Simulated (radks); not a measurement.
Species: Ru4+. Configuration: [Ar] 3d10 4s2 4p5 4d4 4f1 (not the ground configuration).

All-electron calculation, scalar-relativistic Kohn-Sham, PW91, spin-polarised, spherical densities, point nucleus; open shells are filled with parallel spins first (spin-orbit coupling, left out, can overturn this in heavy ions). Program: a radial shooting solver on a logarithmic mesh with Libxc functionals.

Energy parts (hartree):
part                        energy
total                  -4525.12118
kinetic                 4679.73645
electron-nucleus      -10828.13714
Hartree                 1755.56009
exchange-correlation    -132.28059

Orbitals (lengths in bohr, moments of r in powers of bohr; <r^-3> diverges for s and p1/2; r(max) is where P^2 peaks; r(90%) holds 90 % of the orbital's charge):
| orbital | occ. | eigenvalue (hartree) | r(90%) | r(max) | <r^-3> |
|---|---|---|---|---|---|
| 1s up | 1 | -808.6391 | 0.0599 | 0.02172 | - |
| 1s down | 1 | -808.6318 | 0.0599 | 0.02172 | - |
| 2s up | 1 | -118.2588 | 0.225 | 0.1229 | - |
| 2s down | 1 | -118.2259 | 0.225 | 0.1229 | - |
| 2p up | 3 | -106.1683 | 0.207 | 0.09822 | 3001 |
| 2p down | 3 | -106.1397 | 0.207 | 0.09821 | 3002 |
| 3s up | 1 | -22.69019 | 0.594 | 0.3614 | - |
| 3s down | 1 | -22.66566 | 0.593 | 0.3615 | - |
| 3p up | 3 | -18.71785 | 0.607 | 0.3546 | 516.2 |
| 3p down | 3 | -18.69019 | 0.607 | 0.3547 | 515.9 |
| 3d up | 5 | -12.32823 | 0.610 | 0.3006 | 69.61 |
| 3d down | 5 | -12.29115 | 0.609 | 0.3008 | 69.62 |
| 4s up | 1 | -5.00049 | 1.44 | 0.9070 | - |
| 4s down | 1 | -4.80959 | 1.43 | 0.9018 | - |
| 4p up | 3 | -3.85962 | 1.58 | 0.9675 | 85.97 |
| 4p down | 2 | -3.66193 | 1.58 | 0.9620 | 87.42 |
| 4d up | 4 | -2.18140 | 1.99 | 1.120 | 8.177 |
| 4d down | 0 | -1.98700 | 2.04 | 1.117 | 8.099 |
| 4f up | 1 | -0.80671 | 3.90 | 1.996 | 0.3017 |

The highest occupied level is 4f up at -21.952 eV. The configuration is held as typed, so some empty levels lie below it. Spin moment in Bohr magnetons: 6. Summed over all electrons, <r^2> = 27.50 bohr^2, which gives a Langevin (diamagnetic) susceptibility term of -21.8 x 10^-6 cm^3/mol. The density falls to 0.001 e/bohr^3 at r = 3.65 bohr.
